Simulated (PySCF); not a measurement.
Al(All)(H)2, C3H7Al, SMILES C=C[CH2][AlH2] (B3LYP/def2-SVP optimised geometry):

```
11

Al    -0.917    -0.046     0.000
C      1.117    -0.046     0.000
C      0.803    -0.517    -1.348
C      0.114     0.193    -2.296
H      1.716    -0.725     0.614
H      1.435     1.003     0.080
H      0.907    -1.596    -1.523
H      0.009     1.282    -2.237
H     -0.226    -0.287    -3.216
H     -1.716    -1.396     0.198
H     -1.564     1.396     0.000
```

Method: B3LYP/def2-TZVP (PySCF).

Q: What are the frontier orbital energies and the dipole moment?

A: HOMO-2 -8.76 eV, HOMO-1 -8.04 eV, HOMO -6.69 eV, LUMO -0.89 eV, LUMO+1 -0.22 eV; dipole moment 1.35 D.

On the same geometry PySCF with PBE/def2-TZVP gives HOMO-2 -7.72 eV, HOMO-1 -6.95 eV, HOMO -5.89 eV, LUMO -1.61 eV, LUMO+1 -0.79 eV; dipole moment 1.36 D.

Meta-Löwdin charges at B3LYP/def2-TZVP: Al1 0.47, C2 -0.47, C3 -0.06, C4 -0.30, H5 0.12, H6 0.13, H7 0.13, H8 0.13, H9 0.13, H10 -0.15, H11 -0.14.
